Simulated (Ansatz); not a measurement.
Abridged output of a molecular run in Ansatz:

```
Functional definition: HF
1531 factors; integrals over basis functions are off by at most 1.2e-3 eV
mean field evaluation 1: about -42953.7705 eV, gradient 8.2e1 eV
mean field evaluation 2: about -42954.0040 eV, gradient 8.2e1 eV
mean field evaluation 4: about -42965.7430 eV, gradient 3.1e1 eV
mean field evaluation 8: about -42967.3209 eV, gradient 1.4e0 eV
mean field evaluation 16: about -42967.3937 eV, gradient 1.8e-2 eV
mean field evaluation 32: about -42967.3873 eV, gradient 3.8e-1 eV
mean field evaluation 128: about -42961.7640 eV, gradient 3.4e-1 eV
mean field evaluation 160: about -42961.5886 eV, gradient 7.7e-2 eV
mean field -42967.39369545 eV, -1579.0225939624 hartree, gradient 3.2e-6 eV, S^2 0.000000; 1 other end points of the search recorded, 0 dependent functions left out; unrestricted orbitals would lower it
unrestricted determinant -42968.53956563 eV, -1579.0647039146 hartree, S^2 1.0870
13 core orbitals not correlated: weight in the atoms' cores, before any rotation towards them, 1.000 or more for the frozen orbitals, at most 0.000 for the correlated occupied ones
reference -42967.39369545 eV, -1579.0225939624 hartree; 20, 20 occupied and 208, 208 virtual orbitals, 1531 factors
second order -40.55093399 eV of doubles, -0.00000000 eV of singles
cycle   1  -35.23394201 eV  change     5.3e0 eV  update   4.9e-1
cycle   2  -38.47689935 eV  change    -3.2e0 eV  update   5.6e-1
cycle   3  -39.02201014 eV  change   -5.5e-1 eV  update   1.1e-1
cycle   4  -39.10315497 eV  change   -8.1e-2 eV  update   7.1e-2
cycle   5  -39.06321502 eV  change    4.0e-2 eV  update   3.0e-2
cycle   6  -39.05969060 eV  change    3.5e-3 eV  update   1.4e-2
cycle   7  -39.05743616 eV  change    2.3e-3 eV  update   9.2e-3
cycle   8  -39.05472144 eV  change    2.7e-3 eV  update   4.6e-3
cycle   9  -39.05670906 eV  change   -2.0e-3 eV  update   2.5e-3
cycle  10  -39.06091620 eV  change   -4.2e-3 eV  update   1.2e-3
cycle  11  -39.06132119 eV  change   -4.0e-4 eV  update   9.7e-4
cycle  12  -39.05969992 eV  change    1.6e-3 eV  update   4.9e-4
cycle  13  -39.05967927 eV  change    2.1e-5 eV  update   3.8e-4
cycle  14  -39.05967033 eV  change    8.9e-6 eV  update   2.1e-4
cycle  15  -39.05958296 eV  change    8.7e-5 eV  update   1.6e-4
cycle  16  -39.05967461 eV  change   -9.2e-5 eV  update   7.9e-5
cycle  17  -39.05976190 eV  change   -8.7e-5 eV  update   4.1e-5
cycle  18  -39.05975969 eV  change    2.2e-6 eV  update   2.7e-5
cycle  19  -39.05969861 eV  change    6.1e-5 eV  update   1.3e-5
cycle  20  -39.05972519 eV  change   -2.7e-5 eV  update   8.5e-6
perturbative correction -2.58203764 eV, -0.0948881331 hartree
Total energy: -43009.03545828 eV, -1580.5529005206 hartree
```

Its atoms:

Cartesian coordinates in Å:
```
C 0.784 0.424 0.539
V -0.710 -0.447 -0.440
F -0.066 -1.911 -1.067
F -1.995 -0.581 0.691
S -1.121 0.861 -1.881
H 1.022 -0.288 1.338
H 1.634 0.564 -0.129
H 0.453 1.379 0.948
```

(1) Which basis set was used?
A. def2-TZVPP
B. def2-SVP
C. def2-SVPD
D. cc-pV(D+d)Z

(2) Write the keys of the input that set method, charge and spin (a neutral closed shell needs none for the last two).

Results:

(1) A. It gives 241 functions.

(2) 
```yaml
correlation: {method: ccsd_t}
```
